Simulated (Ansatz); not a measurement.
Ansatz results at the PBE0-D4/def2-TZVP geometry: HOMO–LUMO gap (PBE0/def2-TZVPP) 9.13 eV; HOMO energy (ωB97M-V/def2-TZVPP) -10.40 eV; HOMO–LUMO gap (B3LYP/def2-TZVPP) 8.49 eV.

Each molecule was computed in one conformer, which needn't be the lowest.

(1) Which molecule gave them?
A. `NCF`
B. `BBCOC`
C. `C[N]1[AlH][CH]1[SiH3]`
D. `[CH3][Zn][CH2][AlH2]`

## Answers

(1) A. The others give `BBCOC`: 5.80, -9.91, 5.34; `[CH3][Zn][CH2][AlH2]`: 5.95, -9.30, 5.51; `C[N]1[AlH][CH]1[SiH3]`: 5.05, -8.24, 4.66.

B3LYP here is the variant with VWN-RPA as its local correlation; programs differ in this.
